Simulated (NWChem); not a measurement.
System: C4H4OS; SMILES Oc1cccs1

```xyz
10

O     -0.1586    -2.1578     0.0000
C     -0.2258    -0.8166     0.0000
C     -1.3765    -0.0744     0.0000
C     -1.1082     1.3254     0.0000
C      0.2239     1.6278     0.0000
S      1.1899     0.1938     0.0000
H      0.7580    -2.4520     0.0000
H     -2.3670    -0.5285     0.0000
H     -1.8875     2.0892     0.0000
H      0.7059     2.6037     0.0000
```
Atoms are numbered in this order, from 1.

STO-3G and 3-21G are far too small for this property and stand as cheap habits. Coordinates come from a PBE0/def2-SVP optimisation.

Q: Give the principal values of the shielding tensors (ppm) of O1, C2, C3, C4, C5 from Hartree-Fock/STO-3G, GIAO (NWChem), with their diamagnetic and paramagnetic parts as GIAO splits them.

A: 
```json
[
 {"atom": "O1", "σ11": "270.0", "σ22": "322.3", "σ33": "356.1", "isotropic": "316.1", "diamagnetic": "377.4", "paramagnetic": "-61.2"},
 {"atom": "C2", "σ11": "15.4", "σ22": "85.0", "σ33": "162.8", "isotropic": "87.7", "diamagnetic": "258.2", "paramagnetic": "-170.5"},
 {"atom": "C3", "σ11": "76.2", "σ22": "148.2", "σ33": "212.4", "isotropic": "145.6", "diamagnetic": "254.1", "paramagnetic": "-108.5"},
 {"atom": "C4", "σ11": "39.9", "σ22": "127.9", "σ33": "209.5", "isotropic": "125.8", "diamagnetic": "253.6", "paramagnetic": "-127.9"},
 {"atom": "C5", "σ11": "32.8", "σ22": "127.2", "σ33": "205.4", "isotropic": "121.8", "diamagnetic": "256.4", "paramagnetic": "-134.6"}
]
```
